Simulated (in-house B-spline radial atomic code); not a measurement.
Results of a calculation; reference values are marked as such.
## Two electrons in Ge: a Gaussian well −V exp(−r²/w²) with V = 21 meV and w = 63 nm

For Ge the NSM archive of the Ioffe Institute lists m_l = 1.6 m0, m_t = 0.08 m0 and ε = 16.2; the model takes one isotropic valley with the conductivity mass 3/(1/m_l + 2/m_t) = 0.117 m0, and so misses anisotropy and the other valleys. All triplets below are those of one valley; with several valleys two electrons can form a triplet in the 1s orbital itself, at an energy set by the valley splitting.

Effective-mass model with parabolic bands, a uniform dielectric constant, no image charges, no central-cell or spin-orbit terms. Two-electron levels come from full CI in B-splines with partial waves to l = 5 (up to 0.001 effective hartree above the limit).

(1) What are the effective units, and what is the potential in them?

In these units the lowest s and p orbitals lie at -1.418411 and -1.219604, and their Coulomb and exchange integrals are J_ss = 0.357036, J_sp = 0.293648 and K_sp = 0.05786. Full CI gives -2.539090 for the ground singlet, -2.418642 for the sp triplet, -2.345701 for the sp singlet and -2.244575 for the lowest triplet of two s orbitals.

(2) What does it cost to add the second electron, to first order and exactly?

(3) How far above the singlet do the triplets lie?

## Answers

(1) Ha* = 27211.386 meV × 0.117/16.2² = 12.13 meV and a* = 0.0529177 nm × 16.2/0.117 = 7.327 nm. V = 1.73 Ha* and w = 8.6 a*.

(2) To first order E = 2ε_s + J_ss = -2.479785, so the charging energy E(2) − 2E(1) is J_ss = 4.331 meV. CI gives -2.539090 − 2 × (-1.418411) = 0.297732, or 3.612 meV: relaxation and correlation lower it by 0.7194 meV, 16.6 % of J_ss. The s² configuration of one-electron orbitals holds 89.2 % of the state, and the mean radius is 21.3 nm. The second electron is bound by ε_s − E = 13.6 meV, against 17.21 meV for the first.

(3) To first order the sp triplet lies at ε_s + ε_p + J_sp − K_sp = -2.402228, which is 0.9409 meV above 2ε_s + J_ss. CI gives -2.418642 − (-2.539090) = 0.120448, or 1.461 meV, 61 % of the orbital spacing of 2.412 meV. The ss triplet lies 3.573 meV up, so the lower of the two is the sp one, and its gap equals k_BT at 17 K. The sp singlet-triplet splitting is 0.8849 meV, against 2K_sp = 1.404 meV.
